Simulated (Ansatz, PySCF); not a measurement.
Species: MgBr, net charge 0, doublet state. 
Coordinates optimised at B3LYP-D3(BJ)/def2-TZVP (Ansatz, a program for electronic structure):
SMILES: [Mg][Br]
```xyz
2

Mg     0.0000     0.0000    -1.7741
Br     0.0000     0.0000     0.6083
```
Charge 0, spin multiplicity 2.

Total electronic energies in hartree. Cores are frozen in the correlated levels unless marked. UHF or UKS for open shells. No spin-orbit coupling. Frozen are the shells of the preceding noble gas and the d and f shells that filled before the atom's block. Non-relativistic. CBS marks a two-point X^-3 extrapolation of the correlation energy; Hartree-Fock from the larger set. [CCSD(T)-MP2]/basis is that difference in the basis named.

| level | program | energy (Eh) |
|---|---|---|
| HF-D3(BJ)/def2-TZVPD | PySCF + dftd3 | -2772.11317 |
| RI-HF/def2-TZVPP | Ansatz | -2772.09640 |
| BLYP/def2-TZVPD | Ansatz | -2774.31355 |
| r2SCAN-D4/def2-TZVPD | Ansatz + dftd4 | (withheld) |
| B3LYP-D4/def2-TZVPD | Ansatz + dftd4 | -2774.33403 |
| M06-2X/def2-TZVPD | PySCF | -2774.30166 |
| LC-wPBE-D3(BJ)/def2-TZVPD | Ansatz + dftd3 | -2773.85075 |
| LC-wPBE/def2-TZVPD | Ansatz | -2773.84888 |
| MP2/def2-SVPD | Ansatz | -2771.84916 |
| SCS-MP2/def2-SVP | Ansatz | -2771.83529 |
| SCS-MP2/def2-QZVPP | Ansatz | -2772.34899 |
| CCSD(T)/6-31G* | Ansatz | -2771.91788 |
| CCSD(T)/def2-SVP | Ansatz | -2771.85524 |
| RI-MP2/CBS(def2-TZVPPD,def2-QZVPPD)+[CCSD(T)-MP2]/def2-SVPD | Ansatz | -2772.3811 |
| CCSD(T)/CBS(def2-TZVPPD,def2-QZVPPD) | Ansatz | -2772.3901 |

Problem. Fill in the missing entries.

Solution. 
- r2SCAN-D4/def2-TZVPD, energy (Eh): -2774.24258
